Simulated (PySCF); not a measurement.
**Radial density of Sn⁺ (tin, charge +1)**

UHF, [Kr] 4d10 5s2 5d1, 2D determinant (an excited configuration). Calculation: PySCF 2.14, in aug-cc-pVQZ-PP with ECP28MDF (7s7p5d3f2g, 92 functions); a scalar-relativistic core potential. This is the valence pseudo-density: the core potential removes the inner electrons and smooths the orbitals near the nucleus.

```
r (bohr)  4πr²ρ (e/bohr)  4πr²(ρα − ρβ)
 0.00420       1.428e-05         0.0000
 0.00707       3.626e-05         0.0000
  0.0119       8.299e-05         0.0000
  0.0200       0.0001716         0.0000
  0.0337       0.0003048         0.0000
  0.0566       0.0005711         0.0000
  0.0952        0.002312         0.0000
   0.160         0.02420         0.0000
   0.269          0.4020         0.0005
   0.453           6.368         0.0054
   0.762           22.82         0.0185
    1.28           10.29        -0.0034
    2.16           1.933         0.0336
    3.63          0.4187         0.1951
    6.10          0.1628         0.1609
    10.3         0.01413         0.0141
```

Energies and moments cover only the electrons outside the core potential. The outer electron is Rydberg-like, and this basis confines it to a smaller radius and binds it less than a complete one would.

Problem. Where is the radial spin density 4πr²(ρα − ρβ) most negative, and why is it negative at all?

Solution. Around r = 1.28 bohr, down to -0.0034 e/bohr: exchange with the open shell polarises the paired shells in an unrestricted calculation.
